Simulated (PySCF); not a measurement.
Electron correlation in Cd (cadmium, neutral)

[Kr] 4d9 5s2 5p1, one real determinant (an excited configuration). Computed with PySCF 2.14 in x2c-QZVPPall with one added diffuse shell each of s, p, d, f, g type (14s9p8d5f3g, 143 functions), with the spin-free X2C one-electron Hamiltonian (Gaussian nucleus). Frozen: [Kr]; 12 electrons correlated.

MP2 pair energies summed by pair of shells (mhartree):

| pair | energy | share (%) |
| --- | --- | --- |
| 4d-4d | -291.56 | 70.7 |
| 4d-5s | -74.34 | 18.0 |
| 5s-5s | -17.78 | 4.3 |
| 4d-5p | -15.11 | 3.7 |
| 5s-5p | -13.68 | 3.3 |

Total MP2 correlation energy: -412.47 mhartree.

Same-spin part -146.01 and opposite-spin part -266.46 mhartree; SCS-MP2 scales them by 1/3 and 6/5 to -368.42 mhartree.

The reference is one real determinant that mixes LS terms of this configuration.
